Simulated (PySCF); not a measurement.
Isomers of C5H8N2OSi, mass 140.041 u with the commonest isotopes. Theory: PBE0/pcSseg-1 in PySCF (dipole) on a GFN2-xTB geometry, gas phase. One conformer each, none proved a minimum here; rigid rotors.

Task: Order these by rotational constant B, largest first.
A. `[H]/[N:1]=[C:2](\[CH2:3][C:4]#[C:5][SiH3:6])[C:7]([NH2:8])=[O:9]` with N1–C2–C3–C4 0°, N1–C2–C7–N8 1°, C2–C7–N8–H 180° and 0°
B. `[N:1]#[C:2][C@H:3]1[CH2:4][Si@@H:5]([NH:6][CH:7]=[O:8])[CH2:9]1` with C4–Si5–N6–C7 166°, Si5–N6–C7–O8 -1°, C2–C3–C4–Si5 135°, C3–C4–Si5–N6 -128°, C4–Si5–C9–C3 11°, C2–C3–C9–Si5 -135°
C. `[NH2:1][C:2](=[O:3])[SiH2:4][n:5]1[cH:6][cH:7][cH:8][cH:9]1` with H–N1–C2–O3 -1° and -177°, N1–C2–Si4–N5 -25°, C2–Si4–N5–C6 -43°

Result: C (844.0 MHz), B (737.8 MHz), A (480.1 MHz).

Task: Order these by radius of gyration √(Σ m r²/M), smallest first.
A. `[N:1]#[C:2][C@H:3]1[CH2:4][Si@@H:5]([NH:6][CH:7]=[O:8])[CH2:9]1` with C4–Si5–N6–C7 166°, Si5–N6–C7–O8 -1°, C2–C3–C4–Si5 135°, C3–C4–Si5–N6 -128°, C4–Si5–C9–C3 11°, C2–C3–C9–Si5 -135°
B. `[H]/[N:1]=[C:2](\[CH2:3][C:4]#[C:5][SiH3:6])[C:7]([NH2:8])=[O:9]` with N1–C2–C3–C4 0°, N1–C2–C7–N8 1°, C2–C7–N8–H 180° and 0°
C. `[NH2:1][C:2](=[O:3])[SiH2:4][n:5]1[cH:6][cH:7][cH:8][cH:9]1` with H–N1–C2–O3 -1° and -177°, N1–C2–Si4–N5 -25°, C2–Si4–N5–C6 -43°

Result: C (2.262 Å), A (2.337 Å), B (2.873 Å).

Task: Order these by rotational constant C, smallest first.
A. `[H]/[N:1]=[C:2](\[CH2:3][C:4]#[C:5][SiH3:6])[C:7]([NH2:8])=[O:9]` with N1–C2–C3–C4 0°, N1–C2–C7–N8 1°, C2–C7–N8–H 180° and 0°
B. `[NH2:1][C:2](=[O:3])[SiH2:4][n:5]1[cH:6][cH:7][cH:8][cH:9]1` with H–N1–C2–O3 -1° and -177°, N1–C2–Si4–N5 -25°, C2–Si4–N5–C6 -43°
C. `[N:1]#[C:2][C@H:3]1[CH2:4][Si@@H:5]([NH:6][CH:7]=[O:8])[CH2:9]1` with C4–Si5–N6–C7 166°, Si5–N6–C7–O8 -1°, C2–C3–C4–Si5 135°, C3–C4–Si5–N6 -128°, C4–Si5–C9–C3 11°, C2–C3–C9–Si5 -135°

Result: A (439.0 MHz), C (721.9 MHz), B (737.0 MHz).

| SMILES | point group | Ia (u·Å²) | Ib (u·Å²) | Ic (u·Å²) | κ | μa (D) | μb (D) | μc (D) |
| --- | --- | --- | --- | --- | --- | --- | --- | --- |
| [H]/N=C(\CC#C[SiH3])C(N)=O | – | 107.56 | 1052.65 | 1151.22 | -0.98 | 0.97 | 1.87 | 0.04 |
| N#C[C@H]1C[Si@@H](NC=O)C1 | C1 | 144.88 | 684.98 | 700.04 | -0.99 | 3.45 | 2.77 | 0.69 |
| NC(=O)[SiH2]n1cccc1 | C1 | 149.04 | 598.79 | 685.76 | -0.92 | 1.78 | 0.92 | 1.47 |
